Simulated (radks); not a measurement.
Results of a calculation; reference values are marked as such.
Initial-state core-level shifts of neutral chromium when its valence configuration changes from [Ar] 3d5 4s1. Code: a radial shooting solver on a logarithmic mesh with Libxc functionals. Model: scalar-relativistic Kohn-Sham, BLYP, spin-polarised, spherical densities, finite nucleus; open shells are filled with parallel spins first; Fermi nuclear charge, rms radius 3.6452 fm. Shifts are changes of the shell-averaged eigenvalues in eV (positive: less bound); the change of the density at the nucleus, which sets a Mossbauer isomer shift, is in e/bohr^3, on a base of 1.152e+04.

| valence | 1s | 2s | 2p | 3p | density at nucleus |
|---|---|---|---|---|---|
| 3d4.5 4s1 4p0.5 | -2.664 | -2.896 | -2.872 | -2.662 | +0.871 |
| 3d5 4p1 | -1.442 | -1.314 | -1.323 | -1.450 | -4.283 |
| 3d5 4s0.5 4p0.5 | -0.754 | -0.689 | -0.694 | -0.758 | -2.064 |
| 3d3 4p3 | -14.108 | -15.520 | -15.375 | -13.542 | -1.454 |
| 3d4 4s2 | -4.442 | -5.012 | -4.957 | -4.394 | +5.723 |
| 3d4.5 4s1.5 | -2.004 | -2.248 | -2.224 | -2.014 | +2.493 |
| 3d5.5 4s0.5 | +0.450 | +0.628 | +0.611 | +0.502 | -2.305 |
| 3d4 4p2 | -7.069 | -7.548 | -7.494 | -6.978 | -3.267 |
| 3d4 4s1 4p1 | -5.718 | -6.273 | -6.216 | -5.637 | +1.990 |
